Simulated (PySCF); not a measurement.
Gas-phase reaction: ZrCl3OH + H2O = ZrCl2(OH)2 + HCl

Method: PySCF energies plus ideal-gas RRHO corrections (1 bar). † marks an energy on the PBE0/def2-TZVP geometry and frequencies; other levels use their own. MP2 freezes the core. All species are closed-shell singlets. Zr: scalar-relativistic def2 core potential, no spin-orbit coupling. ZrCl3OH, ZrCl2(OH)2: computed as isolated molecules; such fragments, hydroxides, amides, oligomers or adducts are transient or little studied in the gas. MP2 isn't extrapolated to the basis-set limit.

```tsv
level	ΔH°(298 K), kJ
MP2/def2-SVP†	[?]
PBE0/def2-QZVP†	22
PBE0/def2-TZVP	[?]
ωB97M-V/def2-TZVP†	13
ωB97X-V/def2-TZVP†	10
```

**Question.** Fill in the missing entries.

**Answer.** 
- MP2/def2-SVP†, ΔH°(298 K), kJ: 4
- PBE0/def2-TZVP, ΔH°(298 K), kJ: 19
